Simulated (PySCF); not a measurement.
Si(H)(Br)(NH2)2 (BrH5N2Si), SMILES N[SiH](N)Br. Geometry optimised at PBE-D3(BJ)/def2-SVP. This is a generated structure with no PubChem entry under its InChIKey; it may be hypothetical. One conformer was computed; it need not be the lowest.

The numbers are results of PBE-D3(BJ)/def2-SVP (PySCF 2.14.0), not measurements.

Harmonic wavenumbers (cm⁻¹): 173, 193, 258, 270, 349, 385, 397, 462, 720, 740, 800, 852, 875, 932, 1472, 1485, 2165, 3486, 3495, 3587, 3602. Rotational constants (GHz): 6.273, 1.918, 1.584; symmetry number 1.

Work out the zero-point energy and the ideal-gas rigid-rotor harmonic-oscillator thermochemistry at 298.15 K and 1 atm.

ZPE = ½ Σ hcν = ½ × 26700 cm⁻¹ = 38.17 kcal/mol. H − E(el) = 42.94 kcal/mol. Entropy in cal/(mol K): translation 40.74, rotation 27.22, vibration 13.01, total 80.98. G − E(el) = 18.80 kcal/mol. Cp = 24.96 cal/(mol K).
